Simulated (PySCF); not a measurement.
[PySCF 2.14.0 with density-fitted response routines: shielding tensors at PBE0/pcSseg-1 (GIAO); geometry from GFN2-xTB; non-relativistic; one computed conformer; no solvent; fast rotation and ring inversion assumed for equivalent nuclei]

δ = σ(ref) − σ, references computed at the same level: $^{1}$H, $^{13}$C vs TMS. Acid and N–H amide carbonyl carbons lie up to 10 ppm further downfield in solution (hydrogen bonding). Shifts are as computed. Against solution values, carbons near 30 ppm lie about +3 ppm off and those near 130 ppm about +5 ppm. Of 1211 compounds with measured shifts, 218 miss one by over three times the rms of a fit or turn the order of signals round; such compounds aren't used in these exercises. OH and NH positions are gas-phase values without hydrogen bonding to other molecules.

**Question.** Order these molecules by the shift of their most deshielded carbon, lowest δ first.
A. C/C=C/C=C\OC(C)=O
B. CC(C)(C)C#CC(=O)O
C. O=C1CO[C@@H]1C1CCC1
D. C[C@H]1C[C@]2(COC2=O)C1

**Answer.** B (158.6 ppm, carboxylic acid carbon), A (171.7 ppm, ester carbonyl carbon), D (179.6 ppm, ester carbonyl carbon), C (213.9 ppm, ketone carbonyl carbon).

**Question.** How many $^{13}$C and $^{1}$H signals does each give (equivalence by symmetry and fast rotation, but not about amide C–N or C=N bonds)? `O=C1CO[C@@H]1C1CCC1`, `C/C=C/C=C\OC(C)=O`, `CC(C)(C)C#CC(=O)O`, `C[C@H]1C[C@]2(COC2=O)C1`

**Answer.** O=C1CO[C@@H]1C1CCC1: 7 C, 10 H; C/C=C/C=C\OC(C)=O: 7 C, 6 H; CC(C)(C)C#CC(=O)O: 5 C, 2 H; C[C@H]1C[C@]2(COC2=O)C1: 6 C, 5 H.
